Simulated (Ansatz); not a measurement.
Tuning the range parameter of LC-ωPBE so that −HOMO meets the ionisation energy; basis def2-TZVPD, Ansatz. System: [CrO3Cl]- (CrClO₃⁻). Total charge -1; singlet. Geometry: PBE0-D4/def2-SVPD. The ionised state is a doublet.

Geometry of the singlet:

| atom | x (Å) | y (Å) | z (Å) |
| --- | --- | --- | --- |
| Cr1 | 0.0828 | 0.0133 | -0.1407 |
| O2 | 1.4163 | 0.7936 | 0.1654 |
| O3 | 0.3778 | -1.4449 | -0.6574 |
| O4 | -0.8261 | 0.8070 | -1.1528 |
| Cl5 | -1.0508 | -0.1690 | 1.7855 |

The restricted singlet is unstable towards broken spin symmetry in Hartree–Fock (as tested in another run); at LC-ωPBE (ω = 0.10 bohr⁻¹)/def2-TZVPD, LC-ωPBE (ω = 0.15 bohr⁻¹)/def2-TZVPD, LC-ωPBE (ω = 0.20 bohr⁻¹)/def2-TZVPD, LC-ωPBE (ω = 0.30 bohr⁻¹)/def2-TZVPD this wasn't settled.

| ω (1/bohr) | HOMO (eV) | LUMO (eV) | vertical IE (eV) | HOMO + IE (eV) |
| --- | --- | --- | --- | --- |
| 0.1 | -3.40 | 2.68 | 5.21 | 1.81 |
| 0.2 | -4.63 | 3.62 | 5.42 | 0.79 |
| 0.3 | -5.57 | 4.10 | 5.70 | 0.13 |

Estimate the row for 0.15 bohr⁻¹.


```tsv
ω (1/bohr)	HOMO (eV)	LUMO (eV)	vertical IE (eV)	HOMO + IE (eV)
0.15	-4.05	3.22	5.30	1.25
```

Where does the tuning condition hold?

Not within the range that was run.
